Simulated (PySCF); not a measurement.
## Computed structure and properties of [Nd(H2O)3]2+

System: [Nd(H2O)3]2+ (singlet in the valence; each metal's 4f electrons, 4 of them, lie in its core potential, out of spins and levels); start: displaced along the imaginary mode (D3). Method: PySCF 2.14.0, RKS PBE0, Nd lcecp-0-SVP with ECP50, O def2-SVP, H def2-SVP; non-relativistic Hamiltonian with scalar-relativistic core potentials where named; density fitting; no spin-orbit coupling.

Input of the relaxation:

```python
mol = gto.M(atom='''
Nd    -0.00000    -0.00000     0.00000
O      2.54841    -0.00001    -0.00000
H      3.15084    -0.25001     0.76321
H      3.15085     0.24999    -0.76321
O     -1.27420     2.20699     0.00000
H     -1.35891     2.85372     0.76321
H     -1.79192     2.60372    -0.76321
O     -1.27421    -2.20698    -0.00000
H     -1.79194    -2.60371     0.76321
H     -1.35892    -2.85371    -0.76321''',
    basis={'Nd': 'lcecp-0-SVP', 'O': 'def2-SVP', 'H': 'def2-SVP'},
    ecp={'Nd': 'lcecp-0-SVP'},
    charge=2, spin=0)
mf = dft.RKS(mol, xc='PBE0')
mf.grids.atom_grid = (50, 194)  # f atoms: unpruned, at least (60, 302)
mf = mf.density_fit()  # fitting sets: Nd AutoAux, O def2-universal-JKFIT, H def2-universal-JKFIT
mf.conv_tol = 1e-08; mf.max_cycle = 55
mf.kernel(dm0)  # dm0: converged density of the start geometry
# quasi-Newton relaxation in Cartesian coordinates to a largest gradient under 0.00045 Eh/bohr, steps kept in the point group
```

Run from Python with OMP_NUM_THREADS=2; the lines above give its settings. Where DIIS fails, smearing, a level shift and second-order steps follow.
It took 83 s on 2 threads of Arm Neoverse V1 (shared host), from the converged density of the start.

Course of the relaxation:

```csv
step,energy above end (eV),largest force component within the symmetry (eV/Å)
0,0.1919,1.303
1,0.0272,0.278
2,0.0226,0.031
3,0.0217,0.039
4,0.0192,0.119
5,0.0175,0.172
6,0.0133,0.043
7,0.0117,0.196
13,0.0018,0.083
14,0.0010,0.009
15,0.0006,0.026
16,0.0004,0.047
17,0.0001,0.007
18,0.0000,0.013
```
(The steps between are left out.)

Relaxed geometry (D3):

```xyz
10

Nd    0.0000    0.0000    0.0000
O     2.5409    0.0000    0.0000
H     3.1425   -0.6244    0.4409
H     3.1425    0.6244   -0.4409
O    -1.2704    2.2005    0.0000
H    -1.0305    3.0337    0.4409
H    -2.1120    2.4093   -0.4409
O    -1.2704   -2.2005    0.0000
H    -2.1120   -2.4093    0.4409
H    -1.0305   -3.0337   -0.4409
```

```json
{"contact": "Nd1–O2 (H2O)", "Å": "2.541"}
{"contact": "Nd1–O5 (H2O)", "Å": "2.541"}
{"contact": "Nd1–O8 (H2O)", "Å": "2.541"}
```

On the finer grid (75, 302):

```json
{
  "HOMO": "not given (4f levels lie in the core)",
  "LUMO": "not given (4f levels lie in the core)",
  "Dipole about the centre of mass": "0.00 D",
  "Set of Mulliken populations of Nd1 outside the core potential": "s 2.08, p 6.10, d 0.36, f 0.02",
  "D3(BJ) dispersion energy (not in the energies)": "-0.119 eV"
}
```

```tsv
atom	Mulliken (e)	Löwdin (e)	spin (e)
Nd1	1.44	1.26	0.00
O2	-0.34	-0.06	0.00
H3	0.26	0.15	0.00
H4	0.26	0.15	0.00
O5	-0.34	-0.06	0.00
H6	0.26	0.15	0.00
H7	0.26	0.15	0.00
O8	-0.34	-0.06	0.00
H9	0.26	0.15	0.00
H10	0.26	0.15	0.00
```

The 4f levels lie in the core potential and are missing. Their spin isn't counted.

On the grid (50, 194), as all that follows. Harmonic modes: a minimum within the noise of the softest modes; lowest -22 cm⁻¹ (negative: unstable), highest 3831 cm⁻¹, zero-point energy 1.991 eV.

Taking off one H2O (charge 0, singlet; the rest: singlet) in vacuum, both parts rigid, costs 1.89 eV; the small basis without counterpoise inflates it. Parting with an electron moved from the ligand to the metal can be far cheaper, even downhill.

Rigid scan of H2O along the line from its metal:

```csv
distance to O2 (Å),energy (eV)
2.24,0.343
2.34,0.130
2.44,0.028
2.54,0.000
2.64,0.021
2.74,0.073
2.94,0.224
```

One start shape was tried, so this needn't be the lowest isomer.

An lcecp potential fixes the number of 4f electrons, so in runs with it no electron can move into or out of that shell; real Nd(II) is rare or takes another configuration.
